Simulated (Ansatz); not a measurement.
Li4Br3⁺, relaxed as a singlet with RKS r2SCAN-D4/def2-SVP in Ansatz, starting from the GFN2-xTB geometry. Force threshold 0.02 eV/Å.

The structure comes from a short search, and lower isomers may exist.

Start:

```
atom    x (Å)    y (Å)    z (Å)
 Li1  -0.8728  -1.4720  -1.9881
 Li2   0.5745   2.5000  -0.5716
 Li3  -1.1397  -0.4101   2.3322
 Li4   1.3057  -0.5615   0.2110
 Br5   0.6039   0.5027  -2.0141
 Br6  -0.8498  -1.9417   0.4235
 Br7   0.3782   1.3826   1.6072
```

| step | energy (eV) | largest force component (eV/Å) | SCF passes |
| --- | --- | --- | --- |
| 1 | -210936.2629 | 0.311 | 13 |
| 2 | -210936.3967 | 0.233 | 23 |
| 3 | -210936.4000 | 0.289 | 16 |
| 4 | -210936.4365 | 0.048 | 15 |
| 5 | -210936.4377 | 0.010 | 18 |

Force components are those of the run's own axes.

End:

```xyz
7

Li   -0.931   -1.300   -1.854
Li    0.410    2.350   -0.550
Li   -1.173   -0.328    2.124
Li    1.220   -0.520    0.202
Br    0.736    0.472   -2.078
Br   -0.767   -2.069    0.459
Br    0.505    1.395    1.697
```

By distances, no bond broke or formed. The bond that changes most is Li4–Br6, from 2.57 to 2.53 Å (atoms count from 1).

No frequencies were taken in this run, so the end may be a saddle point.

It took 15 s on 4 threads of Arm Neoverse V1 on a shared host.
